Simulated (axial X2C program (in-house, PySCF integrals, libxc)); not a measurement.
Potential curves of BeTc, two-component

Calculated with an in-house relativistic program for diatomic molecules. Two-component (2c) means X2C with spin–orbit coupling and atomic mean-field two-electron Coulomb and Gaunt terms. Basis: Tc dyall-cv3z [12s12p8d5f3g], Be dyall-cv3z [8s8p3d1f] (cores contracted in-house); Gaussian nuclei, density fitting, unrestricted open shells. Masses: Tc 98.907 u, Be 9.012 u.

State: Ω = 7/2 (⟨Sz⟩ = 2.50, ⟨Lz⟩ = 1.00 at PBE). Energies in eV from the fragments at the same level (Tc + Be). Fits are polynomials in 1 − R0/R over 0.85 to 1.23 times the lowest point R0.

```tsv
R (Å)	PBE	PBE0
1.9792	-1.2274	-0.9333
2.0703	-1.4311	-1.1541
2.1385	-1.5128	-1.2493
2.2067	-1.5483	-1.2985
2.2750	-1.5476	-1.3113
2.3546	-1.5123	-1.2915
2.4343	-1.4496	-1.2438
2.5366	-1.3424	-1.1549
2.6617	-1.1881	-1.0219
```

One determinant describes the state; a PBE0 search over occupations chose it and may have missed a lower one. Dissociation energies refer to the lowest single-determinant-based atoms at the same level and basis. Density functionals use the spin component along the axis (collinear). PBE0 can misorder states that lie within some tenths of an eV, so this need not be the ground state of the molecule. The nearest other spin-free determinant of the search, M_S = 5/2, Λ = 0, lies 0.24 eV up at the distance of the search. Without a current term, density functionals place determinants with orbital angular momentum somewhat too high. With several unpaired electrons one determinant need not be a pure state. A state of lower Ω lies just above, and one determinant can place such states too high, so the state shown need not be the lowest. The search has Ω = 3/2 only 0.07 eV up. At some level and bond length an empty orbital lies below a filled one. The determinant is spin-polarised beyond a pure state at some levels (its spin-free form has ⟨S²⟩ too high), which makes Re and μ there less reliable.

Q: Fit the PBE curve near its minimum: give the equilibrium distance, the harmonic wavenumber and the well depth.

A: At PBE, 2c: Re = 2.239 Å, ωe ≈ 474 cm⁻¹, De = 1.55 eV to Tc + Be; Be follows as 0.407 cm⁻¹.

Q: What are Re, ωe and De at the PBE0 level?

A: At PBE0, 2c: Re = 2.269 Å, ωe ≈ 449 cm⁻¹, De = 1.31 eV to Tc + Be; Be follows as 0.396 cm⁻¹.
